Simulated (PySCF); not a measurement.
## Run times: platinum in aug-cc-pV5Z-PP with ECP60MDF

Measured wall times of calculations with PySCF 2.14 in aug-cc-pV5Z-PP with ECP60MDF (8s8p7d5f4g3h2i, 197 functions), with scalar relativity through the core potential, run from one Python driver. Hardware: 1 thread of Neoverse-V2 on a shared host, 3 GiB allowed. The two-electron integrals over 197 functions were computed once and kept in memory (21 CPU seconds with the set-up); the times below exclude them. Kohn-Sham runs start from converged Hartree-Fock orbitals.

Launch command (the driver calls PySCF for each step listed in the task file):

```bash
OMP_NUM_THREADS=1 python atomrun2.py TASK.json OUT
```

```csv
species,step,iterations,wall time (s)
Pt [Xe] 4f14 5d9 6s1,UHF,10,30
Pt [Xe] 4f14 5d9 6s1,LDA,10,7.7
Pt [Xe] 4f14 5d9 6s1,PBE,11,9.9
Pt [Xe] 4f14 5d9 6s1,PBE0,9,22
Pt [Xe] 4f14 5d9 6s1,r2SCAN,12,32
Pt [Xe] 4f14 5d9 6s1,MP2 (10 electrons),,9
Pt⁺ [Xe] 4f14 5d9,LDA,10,7.8
Pt⁺ [Xe] 4f14 5d9,PBE,10,9.2
Pt⁺ [Xe] 4f14 5d9,PBE0,11,27
Pt⁺ [Xe] 4f14 5d9,r2SCAN,9,25
Pt⁺ [Xe] 4f14 5d9,MP2 (9 electrons),,8.8
```

Question: Roughly how long does UHF take for Pt⁺ [Xe] 4f14 5d9 here?

Answer: About 34 s.

Peak memory of the process: 2.4 GiB. Times on a shared host vary from run to run.
